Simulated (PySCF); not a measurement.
C3H4ClNSi, SMILES Cl[Si@@H]1C=CN=C1.

The structure is a stationary point at r2SCAN-D4/def2-SVP. The structure was generated by enumeration; whether it is a known compound was not checked.

These are TDA-CAM-B3LYP/def2-SVPD run with PySCF 2.14.0 values and carry that method's errors.

Vertical excitations. Gas-phase values at a fixed geometry.

Computed lowest excited states:
| state | energy (eV) | λ (nm) | f | main pairs |
|---|---|---|---|---|
| S1 | 3.42 | 362 | 0.000 | HOMO→LUMO 78 %, HOMO−1→LUMO 18 % |
| S2 | 4.57 | 271 | 0.060 | HOMO−1→LUMO 77 %, HOMO→LUMO 18 % |
| S3 | 5.64 | 220 | 0.004 | HOMO−2→LUMO 84 % |
| S4 | 6.45 | 192 | 0.004 | HOMO−3→LUMO 80 % |
| S5 | 6.76 | 183 | 0.004 | HOMO→LUMO+2 49 %, HOMO→LUMO+5 30 % |
| S6 | 7.10 | 175 | 0.010 | HOMO−4→LUMO 58 % |
| S7 | 7.14 | 174 | 0.005 | HOMO−1→LUMO+2 27 %, HOMO→LUMO+1 25 %, HOMO−5→LUMO 17 %, HOMO→LUMO+3 6 % |
| S8 | 7.17 | 173 | 0.005 | HOMO→LUMO+1 38 %, HOMO−1→LUMO+2 17 %, HOMO−1→LUMO+1 12 %, HOMO−4→LUMO 11 % |
| S9 | 7.28 | 170 | 0.009 | HOMO−1→LUMO+1 60 %, HOMO→LUMO+1 11 % |
| S10 | 7.40 | 167 | 0.015 | HOMO−6→LUMO 33 %, HOMO→LUMO+2 18 %, HOMO−5→LUMO 18 %, HOMO→LUMO+5 14 % |
| T1 | 2.65 | 467 | 0 | HOMO→LUMO 54 %, HOMO−1→LUMO 39 % |
| T2 | 2.84 | 437 | 0 | HOMO−1→LUMO 54 %, HOMO→LUMO 39 % |
| T3 | 4.96 | 250 | 0 | HOMO−5→LUMO 31 %, HOMO−1→LUMO+5 20 %, HOMO−7→LUMO 15 %, HOMO−1→LUMO+2 10 % |
| T4 | 5.22 | 238 | 0 | HOMO−2→LUMO 73 %, HOMO−4→LUMO 12 % |
Triplets are in the Tamm–Dancoff approximation.
